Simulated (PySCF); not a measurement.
silylphosphine (H5PSi), SMILES [SiH3]P. Atoms are numbered in the order given.

```xyz
7

Si    -1.0894    -0.0065     0.0000
P      1.1620     0.1188     0.0000
H     -1.5898     0.6973     1.2093
H     -1.5898     0.6973    -1.2093
H     -1.6126    -1.3978     0.0000
H      1.3065    -0.8446     1.0343
H      1.3065    -0.8446    -1.0343
```
Charge 0, spin multiplicity 1.

Geometry optimised at PBE0-D3(BJ)/def2-TZVP.

Computed with PySCF with PBE0/pcSseg-2.

GIAO shieldings, no solvent; atoms alike by connectivity are averaged. δ = σ(ref) − σ: ²⁹Si against TMS (σ = 341.9 ppm); ³¹P against PH3 (σ = 579.7 ppm); ¹H against TMS (σ = 31.54 ppm), references at their B3LYP-D3(BJ)/def2-TZVP geometries, non-relativistic.

| atoms | nucleus | count | δ (ppm) |
|---|---|---|---|
| Si1 | ²⁹Si | 1 | ___ |
| P2 | ³¹P | 1 | -27.1 |
| H3, H4, H5 | ¹H | 3 | ___ |
| H6, H7 | ¹H | 2 | 1.80 |

### Question
Complete the blanks. (Estimate from the structure and the level; the computed values follow.)

### Answer

- H3, H4, H5, δ (ppm): 4.29
- Si1, δ (ppm): -79.6
